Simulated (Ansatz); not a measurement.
Task: Predict a relaxed structure of GaH2(vinyl) (C₂H₅Ga), charge 0, singlet, at B3LYP-D4/def2-TZVP (Ansatz).

Result: 
```xyz
8

Ga   -0.574   -1.008    0.956
H    -1.099   -2.487    0.942
H    -0.569   -0.153    2.276
C     0.103   -0.140   -0.666
C     0.542    1.121   -0.641
H     0.132   -0.669   -1.616
H     0.543    1.709    0.272
H     0.922    1.628   -1.524
```
Point group Cs (tolerance 0.1 Å). This is one stationary point.
